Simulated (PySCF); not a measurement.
C3H5GeN: core ionisation energies

Species: C3H5GeN.
SMILES with atom numbers: `[H]/[N:5]=[CH:4]\[GeH2:3][C:2]#[CH:1]`

Computed with delta-SCF UKS SCAN, pcX-2 on the ionised atom, pcseg-1 elsewhere, spin-free X2C (PySCF). These are vertical core ionisation energies against the vacuum level, from separate self-consistent calculations with and without the core hole.

Question: List the computed XPS lines with their assignment.

Answer: 
| atom(s) | environment | level | binding energy (eV) | above the level's lowest (eV) | count |
| --- | --- | --- | --- | --- | --- |
| C2 | alkyne carbon | C 1s | 290.56 | 0.00 | 1 |
| C1 | terminal alkyne carbon | C 1s | 290.69 | +0.13 | 1 |
| C4 | C=N carbon | C 1s | 291.77 | +1.21 | 1 |
| N5 | C=N nitrogen | N 1s | 404.86 | 0.00 | 1 |

The listed C 1s values span 1.21 eV, from C2 (bonded to C (triple bond) and Ge) to C4 (bonded to N (double bond), H and Ge).

Question: What is the longest wavelength that can ionise C 1s of C4 vertically?

Answer: λ = hc/E = 12398.42 eV Å / 291.77 eV = 42.494 Å.

Question: Which photon energy gives electrons from C 1s of C4 a kinetic energy of 150 eV, and what is their de Broglie wavelength?

Answer: hν = 291.77 + 150 = 441.77 eV, recoil neglected; λ = 12.264 Å/√(E/eV) = 1.00 Å.

Spin contamination (⟨S²⟩ against 0.75 for a pure doublet) is marked for C 1s of C1 (0.85), C 1s of C2 (0.86) and C 1s of C4 (0.87), which makes these values less certain. No level of germanium is listed. Geometry: PBE0-D3(BJ)/def2-SVP, one conformer, isolated molecule.

Shape of the structure used: `[H]/[N:5]=[CH:4]\[GeH2:3][C:2]#[CH:1]`: C2–Ge3–C4–N5 0°.
